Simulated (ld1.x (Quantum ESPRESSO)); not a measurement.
carbon: excitation energies, all-electron against TM

- Element: C (Z = 6)
- Generator: ld1.x (Quantum ESPRESSO) 7.5
- Type: norm-conserving Troullier–Martins (Kleinman–Bylander form)
- Functional: LDA (PZ)
- Relativity: scalar-relativistic
- Frozen core: [He]
- Valence charge: 4
- Reference configuration: 2s2 2p2
- Partial waves: 2p (bound): rc 2.55 bohr; 3d channel at -0.1 Ry: rc 2.45 bohr; 2s (bound): rc 0.90 bohr
- Local potential: the s channel
- Core correction: none

Energies are relative to the spin-unpolarised reference configuration 2s2 2p2; without spin polarisation the order of configurations can differ from experiment. Spin-polarised rows fill each open shell by Hund’s rule, majority spin first.

```
   valence configuration  charge  ΔE all-electron (eV)  error AE − PS (meV)
                 2s2 2p1      +1                10.988                  +75
                 2s1 2p0      +3                83.217                +1373
                 2s1 2p2      +1                19.482                  -68
               2s2 2p1.5    +0.5                 4.029                  +11
                 2s0 2p4       0                16.517                  -17
               2s2 2p2.3    -0.3                -1.199                 +1.1
2s2 2p2 (spin-polarised)       0                -1.128                  +57
```

**Question.** What are ΔE and the potential's error for 2s2 2p0?

**Answer.** ΔE = 35.247 eV all-electron; the error (AE − PS) is +666 meV.

**Question.** What are ΔE and the potential's error for 2s2 2p1 (spin-polarised)?

**Answer.** ΔE = 10.591 eV all-electron; the error (AE − PS) is +89 meV.

Levels in the configuration 2s2 2p1:

| level | all-electron (eV) | pseudo (eV) |
| --- | --- | --- |
| 2s | -25.607 | -25.532 |
| 2p | -17.122 | -16.899 |
